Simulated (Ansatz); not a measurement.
Mulliken charges of CH₆AlBSe, SMILES `B[Se][AlH][CH3]` from PBE/def2-TZVPP in Ansatz (PBE0-D4/def2-TZVP geometry).

```json
{"atom": "B1", "x (Å)": "-0.815", "y (Å)": "1.384", "z (Å)": "-1.211", "charge (e)": "-0.050"}
{"atom": "Se2", "x (Å)": "0.300", "y (Å)": "2.333", "z (Å)": "-0.031", "charge (e)": "-0.076"}
{"atom": "Al3", "x (Å)": "0.842", "y (Å)": "0.018", "z (Å)": "-0.140", "charge (e)": "0.329"}
{"atom": "C4", "x (Å)": "0.133", "y (Å)": "-1.166", "z (Å)": "1.233", "charge (e)": "-0.430"}
{"atom": "H5", "x (Å)": "-0.644", "y (Å)": "0.164", "z (Å)": "-1.384", "charge (e)": "-0.001"}
{"atom": "H6", "x (Å)": "-1.716", "y (Å)": "1.819", "z (Å)": "-1.851", "charge (e)": "0.058"}
{"atom": "H7", "x (Å)": "1.978", "y (Å)": "-0.376", "z (Å)": "-1.167", "charge (e)": "-0.122"}
{"atom": "H8", "x (Å)": "-0.819", "y (Å)": "-0.810", "z (Å)": "1.634", "charge (e)": "0.099"}
{"atom": "H9", "x (Å)": "0.836", "y (Å)": "-1.235", "z (Å)": "2.070", "charge (e)": "0.095"}
{"atom": "H10", "x (Å)": "-0.011", "y (Å)": "-2.181", "z (Å)": "0.851", "charge (e)": "0.100"}
```

**Question.** By hand: the dipole of these point charges (1 e Å = 4.8032 D).

**Answer.** Σ q r = (-0.105, -0.004, -0.033) e Å, of length 0.110 e Å = 0.53 D.

**Question.** How does the dipole of the full density compare? (Estimate.)

**Answer.** Computed: (-0.079, -0.122, 0.084) e Å, 0.81 D; the point charges give 0.65 times that, at 71° from its direction.

Point charges leave out the atoms' own dipoles, such as those of lone pairs, and Mulliken's split depends on the basis, so the two needn't agree.
